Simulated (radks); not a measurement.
Q: The mean radii <r> (bohr) of the occupied orbitals of an atom or ion are listed with their occupations. Calculated with a radial shooting solver on a logarithmic mesh with Libxc functionals: scalar-relativistic Kohn-Sham, revPBE, spin-unpolarised, spherical densities, point nucleus.

orbital  occ.      <r>
1s          2  0.01714
2s          2  0.07234
2p          6  0.06523
3s          2   0.1871
3p          6   0.1882
3d         10   0.1704
4s          2   0.4150
4p          6   0.4419
4d         10   0.4682
5s          2   0.9533
4f         14   0.5162
5p          6    1.106
5d          9    1.644

Name the element and its charge.

A: Z = 78, platinum, charge +1: Pt+ in [Xe] 4f14 5d9. The 1s radius gives Z: for a bare nucleus <r> = (2 gamma + 1)/(2Z) with gamma = sqrt(1 - (Z/c)^2), 0.01695 bohr for Z = 78, and screening makes it slightly larger (0.01714 here). The occupations add up to 77, and the charge is Z minus that.
